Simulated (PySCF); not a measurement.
## C²⁺ (carbon, charge +2): Hartree-Fock from Schrödinger to Dirac-Coulomb-Breit

Occupied: 1s1/2, 2s1/2. Hartree-Fock calculated with PySCF 2.14 in an uncontracted even-tempered set (21 s from 0.033 bohr⁻², ratio 2.3; 13 p from 0.04 bohr⁻², ratio 2.3), Gaussian nucleus throughout. NR is non-relativistic, sf-X2C the spin-free one-electron X2C Hamiltonian, X2C adds the bare one-electron spin-orbit term, X2C-SNSO screens it by Boettger's factors, DC is four-component Dirac-Coulomb, and the Gaunt and Breit terms are added at first order (total energies over the DC spinors, levels after relaxing the spinors in that mean field). QED terms are absent. Levels marked empty are virtual spinors of this ion.

```
   level (eV)       NR   sf-X2C      X2C  X2C-SNSO
        1s1/2  -344.24  -344.35  -344.35   -344.35
        2s1/2  -46.097  -46.117  -46.117   -46.117
2p1/2 (empty)  -23.530  -23.527  -23.536   -23.533
2p3/2 (empty)  -23.530  -23.527  -23.522   -23.523
3s1/2 (empty)   -9.806   -9.809   -9.809    -9.809
```

Question: Where do the four-component calculations put these levels?

Answer: 1s1/2: DC -344.38, DC+Gaunt -344.32, DC+Breit -344.32; 2s1/2: DC -46.118, DC+Gaunt -46.115, DC+Breit -46.115; 2p1/2 (empty): DC -23.532, DC+Gaunt -23.529, DC+Breit -23.530; 2p3/2 (empty): DC -23.523, DC+Gaunt -23.522, DC+Breit -23.522; 3s1/2 (empty): DC -9.809, DC+Gaunt -9.808, DC+Breit -9.809 (eV).

```json
{"Hamiltonian": "NR", "E (hartree)": "-36.4085", "E − E(DC) (hartree)": "0.0167", "CPU seconds": "0.37"}
{"Hamiltonian": "sf-X2C", "E (hartree)": "-36.4238", "E − E(DC) (hartree)": "0.0013", "CPU seconds": "0.21"}
{"Hamiltonian": "X2C", "E (hartree)": "-36.4238", "E − E(DC) (hartree)": "0.0013", "CPU seconds": "0.21"}
{"Hamiltonian": "X2C-SNSO", "E (hartree)": "-36.4238", "E − E(DC) (hartree)": "0.0013", "CPU seconds": "0.21"}
{"Hamiltonian": "DC", "E (hartree)": "-36.4251", "E − E(DC) (hartree)": "0.0000", "CPU seconds": "2.5"}
{"Hamiltonian": "DC+Gaunt", "E (hartree)": "-36.4224", "E − E(DC) (hartree)": "0.0027", "CPU seconds": "5.1"}
{"Hamiltonian": "DC+Breit", "E (hartree)": "-36.4224", "E − E(DC) (hartree)": "0.0027", "CPU seconds": "50"}
```

Weight of the small component: 1s1/2 0.000429, 2s1/2 5.54e-05, 2p1/2 4.06e-05, 2p3/2 4.06e-05, 3s1/2 1.02e-05.

Koopmans' value for the highest occupied level at DC+Breit: 46.115 eV, against an ionisation energy of 47.888 eV (measured; NIST Atomic Spectra Database, ionization energies); the former lacks relaxation, correlation, QED and recoil.

Measured binding energies of an electron added to this ion (NIST): 2p1/2 24.383 eV, 2p3/2 24.375 eV, 3s1/2 9.934 eV; the virtual levels lack core polarisation.

The whole ladder took 60 s of wall time on 1 thread of Neoverse-V1 (shared host), launched as `OMP_NUM_THREADS=1 python relrun2.py TASK.json OUT` (a driver that calls PySCF for each Hamiltonian).

Dirac-Coulomb iterations, started from the X2C spinors:

```
with_ssss True, with_gaunt False, with_breit False
light speed = 137.03599967994
init E= -36.424519188134
cycle= 1 E= -36.4251379861081  delta_E= -0.000619  |g|= 0.00215  |ddm|= 0.000621
cycle= 2 E= -36.4251379956696  delta_E= -9.56e-09  |g|= 2.14e-05  |ddm|= 5.48e-05
cycle= 3 E= -36.425137995684  delta_E= -1.44e-11  |g|= 7.56e-07  |ddm|= 8.99e-06
```
